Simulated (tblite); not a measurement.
`CC1=NC=C(C(F)(F)F)P=C1`. Structure optimised with GFN2-xTB, isolated species.

```
atom  x, y, z in Å
C1    -2.8688   -0.2007    0.1984
C2    -1.3938    0.0185    0.0682
C3    -0.8823    1.3077    0.1427
P4     0.7911    1.7339    0.0275
C5     1.4195    0.1196   -0.1830
C6     2.8981   -0.0240   -0.3325
F7     3.2530   -0.5493   -1.5192
F8     3.4429   -0.8226    0.6024
F9     3.5275    1.1590   -0.2366
C10    0.6386   -1.0256   -0.2248
N11   -0.6697   -1.0802   -0.1092
H12   -3.1881    0.0258    1.2147
H13   -3.1010   -1.2381   -0.0217
H14   -3.4156    0.4500   -0.4807
H15   -1.5827    2.1214    0.2839
H16    1.1237   -1.9864   -0.3644
```

Which two atoms are farthest apart?

F8···H14 and F9···H13, 7.059 Å down to 7.052 Å.

Give the dihedral angles H13–C1–C2–C3, P4–C5–C10–N11, C6–C5–C10–N11.

H13–C1–C2–C3 172° (antiperiplanar); P4–C5–C10–N11 0° (synperiplanar); C6–C5–C10–N11 180° (antiperiplanar). Dihedral signs follow IUPAC: positive where, seen along the central bond, the front bond turns clockwise onto the rear one.

Where is the centre of mass (commonest isotopes), and what is the radius of gyration?

Mass 179.011 u; centre at (1.100, 0.202, -0.145) Å; Rg = √(Σ m r²/M) = 2.378 Å. As Ia + Ib + Ic = 2 Σ m r², the three principal moments sum to 2024.4 u·Å².

How far apart are these pairs, which share no bond: C2···F7, C2···F8, C5···F7, C6···H14, F8···F9, C10···H13?

C2···F7 4.943 Å (5 bonds apart); C2···F8 4.938 Å (5 bonds apart); C5···F7 2.365 Å (2 bonds apart); C6···H14 6.333 Å (6 bonds apart); F8···F9 2.154 Å (2 bonds apart); C10···H13 3.751 Å (4 bonds apart).

Write the matrix of distances between heavy atoms (Å, lower triangle).

```
C1    0.000
C2    1.497  0.000
C3    2.495  1.389  0.000
P4    4.143  2.778  1.731  0.000
C5    4.317  2.826  2.611  1.745  0.000
C6    5.794  4.311  4.036  2.768  1.493  0.000
F7    6.368  4.943  4.828  3.697  2.365  1.345  0.000
F8    6.355  4.938  4.843  3.728  2.366  1.345  2.148  0.000
F9    6.554  5.061  4.429  2.809  2.351  1.343  2.154  2.154  0.000
C10   3.628  2.304  2.809  2.775  1.387  2.474  2.956  2.931  3.622  0.000
N11   2.388  1.328  2.411  3.174  2.410  3.728  4.202  4.182  4.759  1.315  0.000
```

Its GFN2-xTB frequencies are all real (lowest 15 cm⁻¹). 2 starts were optimised and ended at 0.00 and 0.40 kcal/mol (GFN2-xTB); the lowest of these is shown.

The numbers are calculated, not measured.
